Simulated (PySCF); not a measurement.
# PAu from Hartree–Fock to correlated methods

State: ³Σ⁻ (triplet), unpaired electrons π ↑↑. Set-up: basis P def2-TZVPP, Au def2-TZVPP with ECP60; scalar-relativistic core potentials; PySCF 2.14. De refers to P + Au (5d10 6s1) in their high-spin ground configurations, without counterpoise correction. The functionals are run spin-unrestricted. A positive dipole means P(−)Au(+).

```json
{"Level": "UHF", "Re (Å)": "2.329", "ωe (cm⁻¹)": "310", "De (eV)": "n/a", "μ (D)": "2.93"}
{"Level": "UHF-MP2", "Re (Å)": "2.167", "ωe (cm⁻¹)": "409", "De (eV)": "n/a", "μ (D)": "n/a"}
{"Level": "UHF-SCS-MP2", "Re (Å)": "2.190", "ωe (cm⁻¹)": "391", "De (eV)": "n/a", "μ (D)": "n/a"}
{"Level": "UHF-CCSD", "Re (Å)": "2.224", "ωe (cm⁻¹)": "374", "De (eV)": "2.05", "μ (D)": "n/a"}
{"Level": "UHF-CCSD(T)", "Re (Å)": "2.214", "ωe (cm⁻¹)": "381", "De (eV)": "2.28", "μ (D)": "n/a"}
{"Level": "PBE", "Re (Å)": "2.210", "ωe (cm⁻¹)": "380", "De (eV)": "2.81", "μ (D)": "1.11"}
{"Level": "PBEsol", "Re (Å)": "2.185", "ωe (cm⁻¹)": "399", "De (eV)": "3.12", "μ (D)": "1.10"}
{"Level": "r²SCAN", "Re (Å)": "2.196", "ωe (cm⁻¹)": "393", "De (eV)": "2.76", "μ (D)": "1.40"}
{"Level": "B3LYP", "Re (Å)": "2.234", "ωe (cm⁻¹)": "361", "De (eV)": "2.40", "μ (D)": "1.22"}
{"Level": "PBE0", "Re (Å)": "2.214", "ωe (cm⁻¹)": "376", "De (eV)": "2.45", "μ (D)": "1.55"}
{"Level": "r²SCAN0", "Re (Å)": "2.202", "ωe (cm⁻¹)": "387", "De (eV)": "2.45", "μ (D)": "1.69"}
{"Level": "HSE06", "Re (Å)": "2.219", "ωe (cm⁻¹)": "373", "De (eV)": "2.46", "μ (D)": "1.48"}
{"Level": "M06-2X", "Re (Å)": "2.214", "ωe (cm⁻¹)": "365", "De (eV)": "2.15", "μ (D)": "1.80"}
```

Question: Which functional lies closest to UHF-CCSD(T) in De, which farthest, and by how much do they differ from it?

Answer: Closest is B3LYP (+2.0 pm in Re, -5.2 % in ωe, +0.12 eV in De against UHF-CCSD(T) in the same basis), farthest PBEsol (-2.9 pm in Re, +4.7 % in ωe, +0.84 eV in De). CCSD(T) converges more slowly with the basis than the functionals do and binds too weakly in this one, so the order can change at the basis-set limit.

Question: What does a quarter of exact exchange do here, going from r²SCAN to r²SCAN0?

Answer: r²SCAN0 less r²SCAN: +0.6 pm in Re, -1.5 % in ωe, -0.31 eV in De. Exact exchange removes part of the self-interaction that spreads semilocal densities, and in most molecules shortens and stiffens the bond and lowers De; here Re and ωe go the other way.

Question: What does second-order correlation do here, going from UHF to UHF-MP2?

Answer: UHF-MP2 less UHF: -16.2 pm in Re, +31.9 % in ωe. Correlation nearly always deepens the well. The bond shortens, as in weak, metallic or heavy-atom bonds, where dispersion and the correlation of outer-core electrons pull the atoms together.

Correlated steps freeze 5 core orbitals. These are scalar-relativistic numbers at best; spin–orbit coupling would shift them, the dissociation energy most. With d or f electrons several states lie close, and the lowest PBE0 determinant need not be the measured ground state.

The whole job (state search and all levels along the bond) took about 25 min on 2 threads of Arm Neoverse V1 (shared host), peak memory 4 GiB.
